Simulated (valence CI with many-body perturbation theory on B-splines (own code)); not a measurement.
## From CI to CI+MBPT in Yb36+

Calculated by valence CI with perturbative core correlation (CI+MBPT): six valence electrons over a frozen Dirac-Fock core [Ar] 3d10, a basis of 9 s, 9 p, 8 d, 6 f, 3 g, 1 h functions for each j, with the one-electron correlation potential Σ1, the two-electron term Σ2, the three-electron term Σ3, Breit, model QED; selected CI, second order for the rest, scaled by the run's own slope (own B-spline code, finite nucleus).

No measured spectrum was set against this ion. As an estimate, large intervals hold to a few tenths of a per cent, small ones and those within an open d or f shell to about a per cent. Among the levels kept, up to 640 cm⁻¹ of a level comes from second order outside the variational space, and about a tenth of that is noise between levels of different J, which matters for small intervals.

Each rung adds one term. CI alone is the Dirac-Coulomb CI over the frozen core; QED comes last and gives the full result, which names the levels. Energies are above (4s^2 4p1/2^2 4p3/2^2) J=2 on the same rung, in cm⁻¹.

Levels are named by their leading jj configuration (3d3/2^4 stands for four electrons in 3d with j = 3/2), which in mixed levels can hold well under half, so a name can repeat and another be missing. Letters in brackets count levels of one name in rising energy.

```csv
Level,CI alone
(4s^2 4p1/2^2 4p3/2^2) J=0,65799
(4s^2 4p1/2 4p3/2^3) J=1,547718
(4s^2 4p1/2 4p3/2^3) J=2,582289
(4s^2 4p1/2^2 4p3/2 4d3/2) J=2,1125530
(4s^2 4p1/2^2 4p3/2 4d3/2) J=1,1140500
(4s^2 4p1/2^2 4p3/2 4d3/2) J=0,1148820
(4s^2 4p1/2^2 4p3/2 4d3/2) J=3,1155050
(4s^2 4p3/2^4) J=0,1156970
(4s^2 4p1/2^2 4p3/2 4d5/2) J=2 [a],1216250
(4s^2 4p1/2^2 4p3/2 4d5/2) J=4,1261010
(4s^2 4p1/2^2 4p3/2 4d5/2) J=1 [a],1353640
(4s^2 4p1/2^2 4p3/2 4d5/2) J=3,1361520
(4s^2 4p1/2^2 4p3/2 4d5/2) J=2 [b],1359910
(4s^2 4p1/2^2 4p3/2 4d5/2) J=1 [b],1431440
(4s^2 4p1/2 4p3/2^2 4d3/2) J=0,1639870
(4s^2 4p1/2 4p3/2^2 4d3/2) J=1 [a],1642100
```

What do these energies become with core correlation, Breit and QED?

(4s^2 4p1/2^2 4p3/2^2) J=0 64851 (-948); (4s^2 4p1/2 4p3/2^3) J=1 545649 (-2069); (4s^2 4p1/2 4p3/2^3) J=2 579290 (-2998); (4s^2 4p1/2^2 4p3/2 4d3/2) J=2 1119680 (-5847); (4s^2 4p1/2^2 4p3/2 4d3/2) J=1 1134550 (-5956); (4s^2 4p1/2^2 4p3/2 4d3/2) J=0 1142730 (-6089); (4s^2 4p1/2^2 4p3/2 4d3/2) J=3 1148340 (-6713); (4s^2 4p3/2^4) J=0 1151600 (-5370); (4s^2 4p1/2^2 4p3/2 4d5/2) J=2 [a] 1210860 (-5383); (4s^2 4p1/2^2 4p3/2 4d5/2) J=4 1252550 (-8454); (4s^2 4p1/2^2 4p3/2 4d5/2) J=1 [a] 1343930 (-9703); (4s^2 4p1/2^2 4p3/2 4d5/2) J=3 1348940 (-12583); (4s^2 4p1/2^2 4p3/2 4d5/2) J=2 [b] 1349160 (-10751); (4s^2 4p1/2^2 4p3/2 4d5/2) J=1 [b] 1419190 (-12256); (4s^2 4p1/2 4p3/2^2 4d3/2) J=0 1632420 (-7447); (4s^2 4p1/2 4p3/2^2 4d3/2) J=1 [a] 1634190 (-7909).

How does the ionisation energy move along the ladder, and which term matters most?

CI alone 1619.9, + Σ1 1621.3, + Σ2 1621.7, + Σ3 1621.2, + Breit 1620.1, + QED 1620.1 eV. The largest step is Σ1, 1.5 eV. NIST lists 1618 ± 5 eV (theoretical).
